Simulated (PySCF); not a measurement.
CCl3NOSi, singlet, at a GFN2-xTB geometry; PBE/6-31G, polarisability (PySCF).

PySCF was given this input:
```python
from pyscf import gto, scf, dft
from pyscf.prop import polarizability

mol = gto.M(
    atom='''
O     3.635537    0.303049    0.155745
C     2.506157    0.121648    0.045547
N     1.351153   -0.123335   -0.109279
Si   -0.361275   -0.047942   -0.028106
Cl   -0.900205   -0.207203    1.896257
Cl   -1.010008   -1.594161   -1.112963
Cl   -0.943991    1.706084   -0.804518
''',
    basis='6-31g',
    charge=0,
    spin=0,
    verbose=4,
)

mf = dft.RKS(mol)
mf.xc = 'pbe'
mf.kernel()
alpha = mf.Polarizability().polarizability()[2, 2]
print('alpha_zz =', alpha)
```

The log (banner, timings and long lists left out):

```
site-packages/pyscf/prop/efg/rhf.py:45: UserWarning: Module EFG is under testing
  warnings.warn('Module EFG is under testing')
site-packages/pyscf/prop/efg/dhf.py:30: UserWarning: Module EFG is under testing
  warnings.warn('Module EFG is under testing')
site-packages/pyscf/prop/zfs/uhf.py:40: UserWarning: Module ZFS is under testing
  warnings.warn('Module ZFS is under testing')
site-packages/pyscf/prop/gtensor/uhf.py:43: UserWarning: Module g-tensor is under testing
  warnings.warn('Module g-tensor is under testing')
site-packages/pyscf/prop/gtensor/uks.py:41: UserWarning: Module g-tensor is under testing
  warnings.warn('Module g-tensor is under testing')
site-packages/pyscf/prop/hfc/uks.py:35: UserWarning: Module HFC is under testing
  warnings.warn('Module HFC is under testing')
site-packages/pyscf/prop/magnetizability/rhf.py:39: UserWarning: Module magnetizability is under testing
  warnings.warn('Module magnetizability is under testing')
site-packages/pyscf/prop/magnetizability/uhf.py:37: UserWarning: Module magnetizability is under testing
  warnings.warn('Module magnetizability is under testing')
site-packages/pyscf/prop/magnetizability/rks.py:37: UserWarning: Module magnetizability is under testing
  warnings.warn('Module magnetizability is under testing')
site-packages/pyscf/prop/magnetizability/uks.py:39: UserWarning: Module magnetizability is under testing
  warnings.warn('Module magnetizability is under testing')
site-packages/pyscf/prop/polarizability/uhf.py:34: UserWarning: Module polarizability is under testing
  warnings.warn('Module polarizability is under testing')
site-packages/pyscf/prop/polarizability/rks.py:29: UserWarning: Module polarizability is under testing
  warnings.warn('Module polarizability is under testing')
site-packages/pyscf/prop/polarizability/uks.py:29: UserWarning: Module polarizability is under testing
  warnings.warn('Module polarizability is under testing')
PySCF version 2.14.0

[INPUT] verbose = 4
[INPUT] num. atoms = 7
[INPUT] num. electrons = 86
[INPUT] charge = 0
[INPUT] spin (= nelec alpha-beta = 2S) = 0
[INPUT] symmetry False subgroup None
[INPUT] Mole.unit = angstrom
[INPUT] Symbol           X                Y                Z      unit          X                Y                Z       unit  Magmom
[INPUT]  1 O      3.635537000000   0.303049000000   0.155745000000 AA    6.870169245723   0.572679612323   0.294315395270 Bohr   0.0
[INPUT]  2 C      2.506157000000   0.121648000000   0.045547000000 AA    4.735950355162   0.229881403601   0.086071355796 Bohr   0.0
[INPUT]  3 N      1.351153000000  -0.123335000000  -0.109279000000 AA    2.553309122384  -0.233069371573  -0.206507381166 Bohr   0.0
[INPUT]  4 Si    -0.361275000000  -0.047942000000  -0.028106000000 AA   -0.682710805652  -0.090597249864  -0.053112642457 Bohr   0.0
[INPUT]  5 Cl    -0.900205000000  -0.207203000000   1.896257000000 AA   -1.701140905964  -0.391556922188   3.583406391789 Bohr   0.0
[INPUT]  6 Cl    -1.010008000000  -1.594161000000  -1.112963000000 AA   -1.908638503620  -3.012527688463  -2.103195256774 Bohr   0.0
[INPUT]  7 Cl    -0.943991000000   1.706084000000  -0.804518000000 AA   -1.783884454054   3.224031505502  -1.520318682283 Bohr   0.0

nuclear repulsion = 588.448030256379
number of shells = 43
number of NR pGTOs = 250
number of NR cGTOs = 79
basis = 6-31g
ecp = {}

******** <class 'pyscf.dft.rks.RKS'> ********
method = RKS
initial guess = minao
damping factor = 0
level_shift factor = 0
DIIS = <class 'pyscf.scf.diis.CDIIS'>
diis_start_cycle = 1
diis_space = 8
diis_damp = 0
SCF conv_tol = 1e-09
SCF conv_tol_grad = None
SCF max_cycles = 50
direct_scf = True
direct_scf_tol = 1e-13
XC library pyscf.dft.libxc version 7.1.2
    S. Lehtola, C. Steigemann, M. J. T. Oliveira, and M. A. L. Marques,  SoftwareX 7, 1–5 (2018)
XC functionals = pbe
    J. P. Perdew, K. Burke, and M. Ernzerhof,  Phys. Rev. Lett. 77, 3865 (1996)
    J. P. Perdew, K. Burke, and M. Ernzerhof,  Phys. Rev. Lett. 78, 1396 (1997)
    J. P. Perdew, K. Burke, and M. Ernzerhof,  Phys. Rev. Lett. 77, 3865 (1996)
    J. P. Perdew, K. Burke, and M. Ernzerhof,  Phys. Rev. Lett. 78, 1396 (1997)
radial grids:
    Treutler-Ahlrichs [JCP 102, 346 (1995); DOI:10.1063/1.469408] (M4) radial grids

becke partition: Becke, JCP 88, 2547 (1988); DOI:10.1063/1.454033
pruning grids: <function nwchem_prune>
grids dens level: 3
symmetrized grids: False
atomic radii adjust function: <function treutler_atomic_radii_adjust>
small_rho_cutoff = 0
Set gradient conv threshold to 3.16228e-05
Initial guess from minao.
tot grids = 117928
init E= -1838.55064370147
  HOMO = -0.33077818827138  LUMO = -0.0424745964490942  gap/eV = 7.84514
cycle= 1 E= -1836.98619193449  delta_E= 1.56  |g|= 0.915  |ddm|= 3.48
  HOMO = -0.231148338605358  LUMO = -0.11339639104711  gap/eV = 3.20419
cycle= 2 E= -1835.71713148291  delta_E= 1.27  |g|= 2.55  |ddm|= 3.73
  HOMO = -0.270566717085941  LUMO = -0.0716801765320643  gap/eV = 5.41198
cycle= 3 E= -1837.06178312347  delta_E= -1.34  |g|= 0.773  |ddm|=  2.8
  HOMO = -0.294510714136778  LUMO = -0.0774205782574131  gap/eV = 5.90732
cycle= 4 E= -1837.19659983263  delta_E= -0.135  |g|= 0.141  |ddm|= 0.726
  HOMO = -0.29105746223655  LUMO = -0.0744948646672035  gap/eV = 5.89297
cycle= 5 E= -1837.19939840438  delta_E= -0.0028  |g|= 0.0884  |ddm|= 0.262
  HOMO = -0.293762326253148  LUMO = -0.0779383630528365  gap/eV = 5.87287
cycle= 6 E= -1837.20151314158  delta_E= -0.00211  |g|= 0.0129  |ddm|= 0.128
  HOMO = -0.29223571577167  LUMO = -0.0771785636974389  gap/eV = 5.85200
cycle= 7 E= -1837.20155376824  delta_E= -4.06e-05  |g|= 0.00406  |ddm|= 0.0167
  HOMO = -0.292617481963118  LUMO = -0.0769401569824131  gap/eV = 5.86888
cycle= 8 E= -1837.20155844099  delta_E= -4.67e-06  |g|= 0.00066  |ddm|= 0.00626
  HOMO = -0.29264610659998  LUMO = -0.0770320676841485  gap/eV = 5.86716
cycle= 9 E= -1837.20155855262  delta_E= -1.12e-07  |g|= 0.000131  |ddm|= 0.000958
  HOMO = -0.292638303654468  LUMO = -0.0770178070793379  gap/eV = 5.86733
cycle= 10 E= -1837.20155855654  delta_E= -3.92e-09  |g|= 3.49e-05  |ddm|= 0.000214
  HOMO = -0.292639369002623  LUMO = -0.0770185711241325  gap/eV = 5.86734
cycle= 11 E= -1837.20155855686  delta_E= -3.23e-10  |g|= 1.56e-05  |ddm|= 7.84e-05
  HOMO = -0.292639181097377  LUMO = -0.0770186353275466  gap/eV = 5.86733
Extra cycle  E= -1837.20155855668  delta_E= 1.87e-10  |g|= 3.09e-05  |ddm|= 6.96e-05
converged SCF energy = -1837.20155855668
Isotropic polarizability 62.3611890634
Polarizability anisotropy 18.2325306332
alpha_zz = 56.11032616465013
```
